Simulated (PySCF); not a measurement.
PySCF input file for C4H3S, SMILES s1ccc[c]1, multiplicity 2, B3LYP-D3(BJ)/def2-SVP. Geometry: B3LYP-D3(BJ)/def2-SVP. The isomer is the one that the SMILES or the coordinates give; other isomers of the formula were not compared.

```python
import numpy as np
from pyscf import gto, scf, dft, df
from pyscf.hessian import thermo

mol = gto.M(
    atom='''
    C     1.25133915    0.06506764    0.00000000
    C     0.72760960    1.31939050    0.00000000
    C    -0.71126127    1.24017130    0.00000000
    C    -1.18643224   -0.04650626    0.00000000
    S     0.11226828   -1.21554151    0.00000000
    H     1.29813064    2.24868900    0.00000000
    H    -1.36057193    2.11780849    0.00000000
    H    -2.22138273   -0.38657239    0.00000000
    ''',
    basis='def2-SVP',
    charge=0,
    spin=1,
    max_memory=1600,
    verbose=3,
)
mf = dft.UKS(mol, xc='b3lyp').density_fit(auxbasis='def2-universal-jkfit')
mf.disp = 'd3bj'
mf.grids.level = 3
mf.conv_tol = 1e-11
mf.max_cycle = 100
mf.kernel()
fine, coarse = mf.grids, dft.Grids(mol).set(level=1).build(with_non0tab=True)
for _ in range(3):  # follow internal instabilities
    mf.grids = coarse
    mo, _, stable, _ = mf.stability(return_status=True, nroots=4)
    mf.grids = fine
    if stable:
        break
    mf.kernel(mf.make_rdm1(mo, mf.mo_occ))

# [left out here: the lines that compute and print the analytic Hessian (its translational invariance restored by hand, since the grid's response is missing), thermochemistry and intensities]
```

Output:

```

WARN: HOMO -0.240057632448961 >= LUMO -0.240057632448961

converged SCF energy = -552.103333726274  <S^2> = 0.76069289  2S+1 = 2.0106645
<class 'pyscf.df.df_jk.DFUKS'> wavefunction is stable in the internal stability analysis

WARN: DFTD3 does not support analytical Hessian, using finite difference


WARN: Mole.unit (angstrom) is changed to Bohr

Mode                                 0                   1                   2
Irrep
Freq [cm^-1]                      382.7743            527.8118            611.4539
Reduced mass [au]                   4.1555              3.2598             11.6620
Force const [Dyne/A]                0.3587              0.5351              2.5689
Char temp [K]                     550.7270            759.4037            879.7460
Normal mode                   x     y     z       x     y     z       x     y     z
       0   C                -0.00  0.00 -0.21   -0.00  0.00 -0.02    0.09 -0.05 -0.00
       1   C                 0.00  0.00  0.10    0.00  0.00  0.08    0.01 -0.09  0.00
       2   C                 0.00 -0.00  0.02    0.00  0.00 -0.15    0.01 -0.10 -0.00
       3   C                 0.00 -0.00 -0.07    0.00 -0.00  0.18   -0.05 -0.08  0.00
       4   S                -0.00 -0.00  0.06   -0.00 -0.00 -0.03   -0.02  0.13 -0.00
       5   H                 0.00  0.00  0.29    0.00  0.00  0.27   -0.07 -0.04  0.00
       6   H                -0.00 -0.00 -0.06   -0.00 -0.00 -0.41    0.06 -0.06 -0.00
       7   H                 0.00  0.00 -0.30    0.00  0.00  0.02   -0.03 -0.13 -0.00
Mode                                 3                   4                   5
Irrep
Freq [cm^-1]                      681.8658            723.9328            788.7171
Reduced mass [au]                   1.2274              7.0886              1.3344
Force const [Dyne/A]                0.3362              2.1888              0.4891
Char temp [K]                     981.0530           1041.5781           1134.7884
Normal mode                   x     y     z       x     y     z       x     y     z
       0   C                -0.00  0.00  0.02   -0.03 -0.10 -0.00   -0.00 -0.00 -0.03
       1   C                -0.00 -0.00 -0.04   -0.05 -0.12  0.00    0.00 -0.00  0.14
       2   C                -0.00  0.00  0.09   -0.07  0.09 -0.00    0.00 -0.00  0.01
       3   C                 0.00  0.00  0.07   -0.09  0.09  0.00   -0.00 -0.00 -0.04
       4   S                 0.00 -0.00 -0.01    0.09  0.02  0.00    0.00  0.00 -0.00
       5   H                 0.00 -0.00 -0.28    0.05 -0.19  0.00    0.00 -0.00 -0.73
       6   H                 0.00  0.00 -0.35    0.06  0.18 -0.00    0.00  0.00 -0.33
       7   H                -0.00  0.00 -0.77   -0.06  0.01 -0.00    0.00 -0.00  0.29
Mode                                 6                   7                   8
Irrep
Freq [cm^-1]                      832.0320            853.8942            914.8222
Reduced mass [au]                   4.0723              7.4392              1.3231
Force const [Dyne/A]                1.6610              3.1958              0.6524
Char temp [K]                    1197.1088           1228.5636           1316.2254
Normal mode                   x     y     z       x     y     z       x     y     z
       0   C                -0.04 -0.06  0.00   -0.23 -0.04  0.00   -0.00 -0.00  0.01
       1   C                -0.06 -0.05 -0.00    0.06  0.05 -0.00   -0.00  0.00 -0.07
       2   C                -0.04  0.07 -0.00    0.08 -0.06 -0.00    0.00 -0.00  0.12
       3   C                 0.21 -0.02 -0.00   -0.01 -0.05  0.00    0.00 -0.00 -0.06
       4   S                -0.03  0.03 -0.00    0.03  0.04 -0.00   -0.00  0.00 -0.00
       5   H                 0.08 -0.14 -0.00    0.22 -0.05  0.00    0.00 -0.00  0.35
       6   H                -0.18 -0.03  0.00    0.02 -0.10  0.00    0.00 -0.00 -0.70
       7   H                 0.28 -0.21 -0.00   -0.03  0.02 -0.00    0.00 -0.00  0.35
Mode                                 9                  10                  11
Irrep
Freq [cm^-1]                     1034.9199           1083.2780           1208.9925
Reduced mass [au]                   1.6869              1.1040              1.4082
Force const [Dyne/A]                1.0645              0.7633              1.2127
Char temp [K]                    1489.0193           1558.5959           1739.4710
Normal mode                   x     y     z       x     y     z       x     y     z
       0   C                 0.04  0.01 -0.00   -0.02  0.01  0.00    0.01  0.11 -0.00
       1   C                 0.12  0.04 -0.00    0.02  0.03 -0.00   -0.09 -0.03  0.00
       2   C                -0.11  0.04  0.00    0.02  0.05 -0.00    0.01 -0.02 -0.00
       3   C                -0.06 -0.03 -0.00   -0.04 -0.04  0.00    0.02 -0.06 -0.00
       4   S                -0.01 -0.00  0.00   -0.01 -0.01  0.00   -0.01 -0.00  0.00
       5   H                 0.55 -0.21  0.00   -0.08  0.09 -0.00    0.51 -0.40  0.00
       6   H                -0.35 -0.13 -0.00    0.46  0.38  0.00    0.38  0.24  0.00
       7   H                 0.01 -0.28 -0.00    0.18 -0.70 -0.00   -0.08  0.23  0.00
Mode                                12                  13                  14
Irrep
Freq [cm^-1]                     1337.5576           1441.9669           1567.1008
Reduced mass [au]                   2.2373              8.1846              5.4382
Force const [Dyne/A]                2.3583             10.0266              7.8687
Char temp [K]                    1924.4477           2074.6693           2254.7092
Normal mode                   x     y     z       x     y     z       x     y     z
       0   C                -0.01 -0.06  0.00   -0.06  0.13 -0.00   -0.04  0.11 -0.00
       1   C                 0.10  0.03 -0.00    0.11 -0.12  0.00    0.05 -0.13  0.00
       2   C                -0.14  0.04  0.00   -0.09 -0.11 -0.00    0.07  0.14 -0.00
       3   C                 0.05 -0.11 -0.00    0.05  0.11  0.00   -0.03 -0.12 -0.00
       4   S                 0.00  0.01 -0.00   -0.00 -0.00  0.00   -0.00 -0.00  0.00
       5   H                -0.13  0.19 -0.00   -0.12  0.00 -0.00   -0.20  0.00 -0.00
       6   H                 0.23  0.33  0.00    0.10  0.02 -0.00   -0.23 -0.06 -0.00
       7   H                -0.13  0.41  0.00    0.12 -0.06 -0.00   -0.11  0.04  0.00
Mode                                15                  16                  17
Irrep
Freq [cm^-1]                     3201.6126           3222.5075           3246.1836
Reduced mass [au]                   1.0897              1.0962              1.0990
Force const [Dyne/A]                6.5808              6.7071              6.8230
Char temp [K]                    4606.4077           4636.4708           4670.5354
Normal mode                   x     y     z       x     y     z       x     y     z
       0   C                -0.00  0.00 -0.00   -0.00  0.00 -0.00    0.00  0.00 -0.00
       1   C                -0.01 -0.02  0.00   -0.04 -0.07  0.00    0.00  0.00  0.00
       2   C                -0.05  0.06  0.00    0.02 -0.02 -0.00   -0.01  0.02 -0.00
       3   C                 0.01  0.00 -0.00   -0.01 -0.00  0.00   -0.08 -0.03  0.00
       4   S                 0.00 -0.00 -0.00    0.00  0.00  0.00    0.00 -0.00  0.00
       5   H                 0.15  0.25 -0.00    0.47  0.77 -0.00   -0.03 -0.04  0.00
       6   H                 0.53 -0.72 -0.00   -0.16  0.22  0.00    0.12 -0.17 -0.00
       7   H                -0.18 -0.06  0.00    0.10  0.03 -0.00    0.88  0.29 -0.00
temperature 298.1500 [K]
pressure 101325.00 [Pa]
Rotational constants [GHz] 8.86407 5.24137 3.29375
Symmetry number 1
Zero-point energy (ZPE) 0.05390 [Eh]   141526.741 [J/mol]
                           tot       elec      trans        rot        vib
Entropy [J/mol/K]       289.915      5.763    163.875    105.249     15.028
Cv [J/mol/K]             61.688      0.000     12.472     12.472     36.745
Cp [J/mol/K]             70.003      0.000     20.786     12.472     36.745
Internal energy [J/mol]                      3718.434   3718.434 144859.343
Internal energy [Eh]   -552.04533  -552.10333
Enthalpy [J/mol]                             6197.391   3718.434 144859.343
Enthalpy [Eh]          -552.04438
Gibbs free energy [J/mol]                  -42662.075 -27661.481 140378.797
Gibbs free energy [Eh] -552.07731
mode   freq/cm-1   IR/(km/mol)
   1      382.77         5.371
   2      527.81         0.781
   3      611.45         0.091
   4      681.87        61.722
   5      723.93         0.292
   6      788.72        17.931
   7      832.03        18.017
   8      853.89        11.361
   9      914.82         0.349
  10     1034.92         0.605
  11     1083.28         2.165
  12     1208.99        15.617
  13     1337.56         0.593
  14     1441.97        14.918
  15     1567.10         0.777
  16     3201.61         2.112
  17     3222.51         0.024
  18     3246.18         0.925
max |gradient| / (hartree/bohr): 3.2132486276587285e-05
APT charges: [-0.0177 -0.1229 -0.0737 -0.0337  0.0199  0.0943  0.0565  0.0773]
```

Self-consistency was reached.
